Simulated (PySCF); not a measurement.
Molecule: C₃H₉F₃Si₂, net charge 0, singlet state. 
Geometry from a B3LYP-D3(BJ)/def2-TZVP (Ansatz) optimisation:
```xyz
17

C     -2.3529     0.8321     0.0821
Si    -1.0501    -0.5144    -0.0315
C     -1.1602    -1.6852     1.4315
C     -1.1838    -1.4478    -1.6545
Si     1.0498     0.5143     0.0315
F      1.2724     1.5359    -1.1736
F      2.2516    -0.5318    -0.0505
F      1.2860     1.3523     1.3684
H     -2.2733     1.5336    -0.7504
H     -2.2593     1.3985     1.0104
H     -3.3532     0.3925     0.0562
H     -2.1301    -2.1891     1.4394
H     -1.0520    -1.1511     2.3772
H     -0.3844    -2.4517     1.3865
H     -1.0887    -0.7753    -2.5089
H     -0.4088    -2.2118    -1.7389
H     -2.1546    -1.9451    -1.7250
```
Charge 0, spin multiplicity 1.

Dispersion corrections to the total energy (kcal/mol) from the dftd3 and dftd4 libraries through PySCF: D3(BJ) without and D4 with the three-body term, each with the damping fitted for the functional named.

```json
[
 {"functional": "PBE0", "D3(BJ)": "-8.89", "D4": "-8.84"},
 {"functional": "r2SCAN", "D3(BJ)": "-3.05", "D4": "___"},
 {"functional": "revPBE", "D3(BJ)": "-23.17", "D4": "___"},
 {"functional": "PBE", "D3(BJ)": "-9.80", "D4": "-10.23"},
 {"functional": "HSE06", "D3(BJ)": "-7.31", "D4": "-8.30"},
 {"functional": "BP86", "D3(BJ)": "___", "D4": "-14.20"},
 {"functional": "BHLYP", "D3(BJ)": "-14.07", "D4": "-12.96"}
]
```

### Question
Complete the blanks.

### Answer

- r2SCAN, D4: -2.74
- revPBE, D4: -28.03
- BP86, D3(BJ): -16.71
